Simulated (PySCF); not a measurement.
## Neon: a sound run and one with changed settings

Sound run: Ne²⁺ [He] 2s2 2p4, Ne³⁺ [He] 2s2 2p3. Computed with PySCF 2.14 in cc-pVDZ-DK (3s2p1d, 14 functions), with scalar relativity by spin-free X2C-1e. In the sound run the correlated levels freeze 1s2. The sound run starts from symmetry-adapted Hartree-Fock orbitals and uses a fine grid where one is needed.

Changed run: basis STO-3G, all-electron and non-relativistic. This setting is unsound on purpose.

```
species  method  sound run (hartree)  changed run (hartree)  converged
   Ne²⁺     UHF           -126.45544             -124.57400        yes
   Ne²⁺    TPSS           -126.76703             -124.83674        yes
   Ne²⁺     PBE           -126.63807             -124.69970        yes
   Ne²⁺     MP2           -126.54931             -124.57400        yes
   Ne³⁺     UHF           -124.18783             -122.14212        yes
   Ne³⁺    TPSS           -124.41585             -122.33663        yes
   Ne³⁺     PBE           -124.28922             -122.20627        yes
   Ne³⁺     MP2           -124.25583             -122.14212        yes
```

Ionisation energy of Ne²⁺:

```json
{"method": "UHF", "sound run (eV)": "61.705", "changed run (eV)": "66.175"}
{"method": "TPSS", "sound run (eV)": "63.979", "changed run (eV)": "68.032"}
{"method": "PBE", "sound run (eV)": "63.916", "changed run (eV)": "67.849"}
{"method": "MP2", "sound run (eV)": "62.409", "changed run (eV)": "66.175"}
{"method": "SCS-MP2", "sound run (eV)": "62.405", "changed run (eV)": "66.175"}
```

A minimal basis cannot let orbitals breathe on ionisation and holds almost no correlation. The Hamiltonian changed with the basis, so the totals do not compare.

For comparison, NIST gives 63.423 eV between the lowest levels.
